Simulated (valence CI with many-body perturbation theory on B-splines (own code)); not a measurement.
The numbers below are computed, except where a source is named.
Se¹²⁺: magnetic and hyperfine properties of the levels

Level of theory: valence CI with perturbative core correlation (CI+MBPT): four valence electrons over a frozen Dirac-Fock core [Ar], a basis of 9 s, 9 p, 10 d, 8 f, 5 g, 3 h, 1 i functions for each j, with the one-electron correlation potential Σ1, the two-electron term Σ2, the three-electron term Σ3, Breit, model QED; selected CI, second order for the rest, scaled by the run's own slope (own B-spline code, finite nucleus).

No measured levels were compared; by estimate terms of the open shell hold to 2 to 4 % of their energy, and close levels can change places. Core correlation moves these levels by up to 6700 cm⁻¹, and in measured spectra 5 to 20 % of such shifts remained as error; rates that hang on mixing are uncertain with them. Only levels of the ground parity were solved; by the run's estimate the other parity begins above the list, which can be wrong where configurations are misplaced.

A/g_I is the dipole constant over the nuclear g factor μ/I (μ in nuclear magnetons, uniformly magnetised nucleus), B/Q the quadrupole constant per barn. Both hold the static response of the core; the bare values leave it out. Large factors of s and p1/2 electrons are usually good to 5 to 10 %; those of open d and f shells near neutrality can be off by tens of per cent, and small factors of p3/2, d and f electrons come from cancelling terms and can be off by a factor of two or in sign, in half-filled shells by more. B is blank for J = 1/2, where it vanishes, and for nearly pure S terms. Energies count from the lowest level. Levels with J = 0 are left out.

Names give the largest LS component (configuration and term), which can be under half, so a name can repeat, a term be missing and a line seem to break the LS rules; names also repeat where a configuration has a term twice. Letters in brackets count levels of one name in rising energy.

| Level | E (eV) | g | A/g_I (MHz) | A/g_I bare | B/Q (MHz/b) | B/Q bare |
| --- | --- | --- | --- | --- | --- | --- |
| 3d⁴ ⁵D_1 | 0.181 | 1.499 | 207 | 444 | 1230 | 1260 |
| 3d⁴ ⁵D_2 | 0.472 | 1.498 | 565 | 801 | 776 | 800 |
| 3d⁴ ⁵D_3 | 0.823 | 1.496 | 957 | 1190 | -863 | -892 |
| 3d⁴ ⁵D_4 | 1.206 | 1.494 | 1340 | 1570 | -3580 | -3690 |
| 3d⁴ ³H_4 | 6.069 | 0.868 | 2890 | 2860 | 1850 | 1910 |
| 3d⁴ ³H_5 | 6.501 | 1.048 | 2440 | 2480 | 2170 | 2250 |
| 3d⁴ ³P_1 [a] | 6.514 | 1.483 | 1080 | 1310 | -170 | -181 |
| 3d⁴ ³H_6 | 6.803 | 1.159 | 2340 | 2430 | 1830 | 1890 |
| 3d⁴ ³F_3 [a] | 6.900 | 0.960 | 2740 | 2750 | 131 | 135 |
| 3d⁴ ³F_2 [a] | 7.009 | 0.678 | 3340 | 3230 | -200 | -208 |
| 3d⁴ ³F_4 [a] | 7.183 | 1.145 | 2090 | 2180 | -327 | -337 |
| 3d⁴ ³P_2 [a] | 7.673 | 1.476 | 1300 | 1520 | 60.0 | 59.3 |
| 3d⁴ ³G_3 | 8.004 | 0.877 | 2680 | 2650 | -752 | -782 |
| 3d⁴ ³G_4 | 8.085 | 1.070 | 2450 | 2510 | -995 | -1030 |
| 3d⁴ ³G_5 | 8.407 | 1.183 | 2030 | 2130 | -1350 | -1400 |
| 3d⁴ ³D_3 | 9.540 | 1.324 | 1750 | 1910 | 516 | 539 |
| 3d⁴ ³D_2 | 9.678 | 1.167 | 2110 | 2210 | 748 | 777 |
| 3d⁴ ¹I_6 | 9.718 | 1.006 | 2570 | 2590 | 3510 | 3630 |
| 3d⁴ ³D_1 | 9.890 | 0.517 | 3810 | 3630 | 444 | 460 |
| 3d⁴ ¹G_4 [a] | 10.162 | 1.018 | 2280 | 2310 | -1470 | -1510 |
| 3d⁴ ¹D_2 [a] | 12.205 | 1.012 | 2580 | 2610 | 1870 | 1930 |
| 3d⁴ ¹F_3 | 13.494 | 1.008 | 2500 | 2530 | 4210 | 4340 |
| 3d⁴ ³P_2 [b] | 15.605 | 1.486 | 1210 | 1450 | 921 | 958 |
| 3d⁴ ³F_4 [b] | 15.918 | 1.242 | 1730 | 1860 | 3870 | 3990 |
| 3d⁴ ³F_2 [b] | 16.066 | 0.676 | 3760 | 3650 | 3040 | 3140 |
| 3d⁴ ³F_3 [b] | 16.184 | 1.079 | 2470 | 2530 | 3210 | 3310 |
| 3d⁴ ³P_1 [b] | 16.484 | 1.498 | 334 | 572 | -798 | -824 |
| 3d⁴ ¹G_4 [b] | 18.151 | 1.006 | 2640 | 2670 | 1500 | 1550 |
| 3d⁴ ¹D_2 [b] | 23.734 | 0.999 | 2570 | 2590 | -4230 | -4360 |

(1) Take the isotope of mass number 77, with I = 1/2, μ = 0.53356 μN. What is the hyperfine structure of 3d⁴ ⁵D_2?

Results:

(1) From the table A = 603 MHz. Shifts from the centre of gravity in MHz: F = 3/2: -904, F = 5/2: 603.
